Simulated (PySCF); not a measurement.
Structure from NMR data

Molecular formula: C4H10O2Si. Simulated spectra:

¹H NMR (300 MHz, computed): δ 4.42 (t, 3H), 3.84 (q, 2H), 2.25 (q, 2H), 1.23 (t, 3H).

¹³C{¹H} NMR (computed): δ 186.3 (C), 55.8 (CH2), 31.6 (CH2), 11.5 (CH3).

Calculated, not measured (PySCF): σ from GIAO-PBE0/pcSseg-1, coordinates at the GFN2-xTB level. No solvent model, one computed conformer, averaged over atoms made equivalent by symmetry, fast rotation or ring inversion, relativity neglected.

δ = σ(ref) − σ, references computed at the same level: ¹H and ¹³C against TMS.

Choose the structure that fits.
A. CC(C)OC(=O)[SiH3]
B. C[Si](C)(C)OC=O
C. C=C(CC)O[SiH2]O
D. CC1([SiH](O)O)CC1
E. CCC(=O)OC[SiH3]
F. CCC(=O)[SiH2]OC

Answers

E. 

The formula gives 1 degree of unsaturation (no ring in the answer). 4 carbon signals for 4 carbons: no two carbons are equivalent. Carbon types of the structure: 1 × C, 2 × CH2, 1 × CH3, leaving 3 H on heteroatoms. δC 186.3: ester carbonyl carbon; it is a carbonyl in resonance with an O or N lone pair, the region of acids, esters and amides. δC 55.8: sp3 CH2 bonded to O and Si; pulled downfield by the heteroatom. δC 31.6: sp3 CH2 α to a carbonyl; α to the electron-withdrawing carbonyl group. δC 11.5: methyl carbon; saturated and bonded to C and H only. δH 3.84: hydrogen on an sp3 CH2 bonded to O and Si; its carbon carries O, hence the downfield position.

The others: CC(C)OC(=O)[SiH3] would give 3 carbon signals, not 4; CCC(=O)[SiH2]OC has carbons computed at 253.4, 53.4, 45.2, 7.2, with a different DEPT pattern; C[Si](C)(C)OC=O would give 2 carbon signals, not 4; C=C(CC)O[SiH2]O would give 5 signals for carbon-bound and other non-exchanging H, not 4; CC1([SiH](O)O)CC1 would give 3 carbon signals, not 4.

Shifts are as computed. Against solution values, carbons near 30 ppm lie about +3 ppm off and those near 130 ppm about +5 ppm. Of 1211 compounds with measured shifts, 218 miss one by over three times the rms of a fit or turn the order of signals round; such compounds aren't used in these exercises. Multiplicities follow the n + 1 count of equivalent neighbours, as no J values were calculated; m marks all less simple cases, F and P coupling included.
